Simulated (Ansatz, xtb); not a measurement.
Spectroscopic constants of CoTe, multiplicity 4 (lowest of 2S+1 = 2, 4, 6 at PBE0/def2-TZVPP; our sources give no spin for the ground state, which may be another). No spin–orbit coupling. Co is treated without relativity.

The constants come from a fifth-degree fit in 1/R (seven points, main isotopes). In def2 and cc sets the state is the lowest found near the PBE0 minimum, followed along R.

Codes used: Ansatz (Gaussian basis) for Hartree–Fock, density functionals and correlated methods; xtb for the GFN methods. Values without a source in brackets are computed. In def2 rows elements past Kr take small-core potentials, without spin–orbit coupling. The GFN methods have no spin term and hold the electronic entropy of 300 K.

```tsv
level	r_e (Å)	ω_e (cm⁻¹)	B_e (cm⁻¹)	ω_e x_e (cm⁻¹)	dipole (D)
GFN1-xTB	2.317	343	0.0775	2.1	-
GFN2-xTB	2.314	313	0.0777	1.7	-
SVWN5/def2-TZVPP	2.255	330	0.0818	0.79	2.75
PBE/def2-TZVPP	2.302	308	0.0785	0.76	3.10
r2SCAN/def2-TZVPP	2.299	293	0.0786	0.86	3.89
B97M-V/def2-TZVPP	2.324	271	0.0770	-0.10	3.79
B3LYP/def2-TZVPP	2.339	260	0.0760	0.54	3.96
PBE0/def2-TZVPP	2.334	266	0.0763	0.88	4.36
BHLYP/def2-TZVPP	2.426	230	0.0707	0.55	4.75
CAM-B3LYP/def2-TZVPP	2.353	255	0.0751	0.73	4.30
wB97X-V/def2-TZVPP	2.359	254	0.0747	0.65	4.74
wB97M-V/def2-TZVPP	2.366	254	0.0743	0.66	4.52
```

Ansatz is a first-principles code.
